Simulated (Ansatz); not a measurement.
A family of molecules: the HOMO–LUMO gap

Gas-phase molecules, one atom swapped for its congeners: B(CH3)2(OH); B(CH3)2(SH); B(CH3)2(SeH). All are singlets with charge 0.

Shapes, held fixed at every level: PBE0-D4/def2-TZVP. Programs: Ansatz 0.2.0. Values in eV.

(1) How should the HOMO–LUMO gap change along the series?

Answers

(1) At wB97X-V/def2-TZVPP the HOMO–LUMO gap falls at every step, from 13.31 to 11.23 eV. Every level shows the same order. Relativity is left out for Se. Orbital gaps aren't excitation energies, and the LUMO depends on the basis.

| level | B(CH3)2(OH) | B(CH3)2(SH) | B(CH3)2(SeH) |
| --- | --- | --- | --- |
| PBE-D4/def2-TZVPP | 6.63 | 5.35 | 4.77 |
| r2SCAN-D4/def2-TZVPP | 7.35 | 5.95 | 5.36 |
| B3LYP-D4/def2-TZVPP | 8.55 | 7.06 | 6.38 |
| BHLYP-D4/def2-TZVPP | 11.03 | 9.63 | 8.81 |
| PBE0-D4/def2-TZVPP | 9.10 | 7.49 | 6.79 |
| wB97X-V/def2-TZVPP | 13.31 | 12.06 | 11.23 |
